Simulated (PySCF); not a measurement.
**Which determinant of SeH lies lowest?**

Unrestricted PBE0; basis H 6-31G(d,p), Se 6-31G(d,p); no relativity; PySCF 2.14. Outer shells of the fragments: H 1s1; Se 3d10 4s2 4p4.

Followed along the bond (rough minima from three points):

```tsv
2Ms+1	unpaired	⟨S²⟩ at the start	R at minimum (Å)	Te (eV)
2	π ↑	0.75	1.47	0.00
4	σ ↑, π ↑↑	3.75	none in the scan	≤ 4.84
```

Solutions found at the starting distance of 1.435 Å, counted from the lowest of them; the search is not exhaustive and high or unbound solutions are not listed, so other states can lie among these:

```tsv
2Ms+1	unpaired	term	E (eV)	⟨S²⟩	⟨Lz²⟩	μ (D)
2	π ↑	²Π	0.00	0.75	1.01	-0.83
2	σ ↑	²Σ⁺	4.01	0.76	0.00	-1.41
4	σ ↑, π ↑↑	⁴Σ⁻	5.61	3.75	0.00	0.08
4	σ ↑↑, π ↑	⁴Π	8.31	3.75	1.01	-0.34
```

A term symbol is given only where ⟨S²⟩ and ⟨Lz²⟩ are close to those of a pure state; real π, δ and φ orbitals otherwise mix terms. A positive dipole means H(−)Se(+).

Spin–orbit coupling is left out. Counting both spins, an empty level lies below a filled one in some of these solutions, because spin and occupation are held.
